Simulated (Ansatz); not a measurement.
The same ligand exchange along the group B, Al, In.

Isolated molecules relaxed with PBE0-D4/def2-TZVP in Ansatz; ΔE leaves out vibrations. CBS: MP2 limit from def2 TZ/QZ plus the TZ coupled-cluster correction, frozen cores. This one scheme is used for every species. def2 core potentials past Kr. For In outer-core shells are correlated without core-valence functions, which leaves a few kJ/mol of doubt a bond. Each species was taken in one conformer, which may not be the lowest.

Problem. Order these by ΔE at CCSD(T)/CBS, lowest first. (Best estimate.)
A. `C[O][Al]([F])[Cl]` + HCl → `[F][Al]([Cl])[Cl]` + CH₃OH
B. `C[O][In]([F])[Cl]` + HCl → `[F][In]([Cl])[Cl]` + CH₃OH
C. `COB(F)Cl` + HCl → `FB(Cl)Cl` + CH₃OH

Solution. B (-85.7 kJ/mol), A (-23.2 kJ/mol), C (+63.0 kJ/mol).

Largest T1 diagnostic: 0.016, for `C[O][In]([F])[Cl]`.
